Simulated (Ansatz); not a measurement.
Start from `FC([SiH3])[SiH2]Cl` and change one atom or group to get `F[CH]([GaH2])[SiH2]Cl`.

Ansatz, PBE0-D4/def2-TZVP geometries, multiplicity 1. Each molecule was computed in one conformer, which needn't be the lowest.

Scalar relativity is left out up to krypton.

```json
{"property": "LUMO energy (PBE/def2-TZVPP) / eV", "`FC([SiH3])[SiH2]Cl`": "-1.30"}
{"property": "HOMO energy (PBE0/def2-TZVPP) / eV", "`FC([SiH3])[SiH2]Cl`": "-8.42"}
{"property": "HOMO–LUMO gap (PBE0/def2-TZVPP) / eV", "`FC([SiH3])[SiH2]Cl`": "8.02"}
{"property": "LUMO energy (ωB97M-V/def2-TZVPP) / eV", "`FC([SiH3])[SiH2]Cl`": "1.45"}
{"property": "size of the dipole moment (B3LYP/def2-TZVPP) / D", "`FC([SiH3])[SiH2]Cl`": "2.00"}
{"property": "HOMO–LUMO gap (ωB97M-V/def2-TZVPP) / eV", "`FC([SiH3])[SiH2]Cl`": "12.08"}
```

(1) Give the same properties after the change, and the shifts. (An estimate is asked.)

Answers

(1) Ansatz gave: 
```tsv
property	`F[CH]([GaH2])[SiH2]Cl`	shift
LUMO energy (PBE/def2-TZVPP) / eV	-2.84	-1.54
HOMO energy (PBE0/def2-TZVPP) / eV	-7.85	0.57
HOMO–LUMO gap (PBE0/def2-TZVPP) / eV	5.80	-2.22
LUMO energy (ωB97M-V/def2-TZVPP) / eV	-0.36	-1.81
size of the dipole moment (B3LYP/def2-TZVPP) / D	2.17	0.17
HOMO–LUMO gap (ωB97M-V/def2-TZVPP) / eV	9.67	-2.41
```

With PBE0 the HOMO rises by 0.57 eV and the LUMO falls by 1.66 eV, so the gap narrows by about 2.23 eV. PBE moves the HOMO by 0.49 eV and ωB97M-V by 0.61 eV. Dipoles are sizes alone; their direction can turn.

B3LYP here is the variant with VWN-RPA as its local correlation; programs differ in this.
